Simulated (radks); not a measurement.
Valence configurations of Ti2+ (all share [Ar]). Calculated with a radial shooting solver on a logarithmic mesh with Libxc functionals: non-relativistic Kohn-Sham, PBE, spin-polarised, spherical densities, point nucleus; open shells are filled with parallel spins first. Energies are relative to 3d2; eigenvalues in eV for spin up.

valence          E (eV)  moment (Bohr magnetons)    e(3d)    e(4p)    e(4s)
3d2               0.000                        2  -20.533        -        -
3d1.5 4s0.5       2.014                        2  -22.982        -  -18.280
3d1.5 4p0.5       4.320                        2  -23.465  -13.945        -
3d1 4s1           4.711                        2  -25.592        -  -19.487
3d0.5 4s1.5       8.757                        1  -28.242        -  -20.286
3d1 4p1           9.527                        2  -26.531  -15.202        -
3d0.5 4s1 4p0.5  10.655                        2  -28.790  -15.914  -20.943
4s2              13.416                        0        -        -  -21.027
4s0.5 4p1.5      20.235                        2        -  -17.313  -22.549
4p2              22.850                        2        -  -17.530        -

NIST lists [Ar] 3d2 as the ground configuration; this level of theory agrees among the configurations tried. The energies are those of spherical high-spin densities, not of single terms.
